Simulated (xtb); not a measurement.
B(H)(NCO)(OMe) (C2H4BNO2), SMILES COBN=C=O. All values are semi-empirical tight-binding results from xtb (GFN2-xTB unless named), good for trends rather than for accurate numbers. The structure is a stationary point at GFN2-xTB. The structure was generated by enumeration, and PubChem lists no compound with its InChIKey, so it may never have been made. Other conformers were not sampled.

Optimised geometry:

Bond lengths (Å): B1–H2 1.177, B1–N3 1.418, B1–O6 1.331, N3–C4 1.188, C4–O5 1.156, O6–C7 1.404, C7–H8 1.092, C7–H9 1.093, C7–H10 1.093. Angles (°): H2–B1–N3 117.8, H2–B1–O6 124.7, N3–B1–O6 117.5, B1–N3–C4 156.9, N3–C4–O5 173.8, B1–O6–C7 124.6, O6–C7–H8 108.6, O6–C7–H9 108.6, O6–C7–H10 111.8, H8–C7–H9 108.9, H8–C7–H10 109.4, H9–C7–H10 109.4.

```json
{
  "point_group_as_xtb_finds_it": "Cs",
  "orbital_gap": "5.31 eV",
  "dipole_moment": "3.73 D",
  "zero_point_energy": "42.2 kcal/mol",
  "G − E(el) at 298.15 K (modified RRHO)": "22.6 kcal/mol",
  "static polarisability (D4 model)": "51.4 bohr³",
  "solvation energy, GFN2-xTB/ALPB(water)": "-2.2 kcal/mol",
  "solvation energy, GFN2-xTB/ALPB(hexane)": "-4.2 kcal/mol"
}
```

Computed IR lines (harmonic; lines under 4 % of the strongest left out, lines within 3 cm⁻¹ merged):
ν (cm⁻¹): 516 (w), 778 (w), 1150 (w), 1310 (m), 1568 (w), 2515 (vs), 2569 (w) (against the strongest line: vs over 80 %, s over 45 %, m over 15 %, w over 4 %, vw less)

Computed atomic charges and the Wiberg bond orders between heavy atoms:
charges (e) B1 0.38, H2 -0.09, N3 -0.24, C4 0.33, O5 -0.27, O6 -0.29, C7 0.03, H8 0.06, H9 0.06, H10 0.04. Bond orders B1–N3 1.05, N3–C4 1.99, N3–O5 0.36, C4–O5 1.90, B1–O6 1.27, O6–C7 0.98.
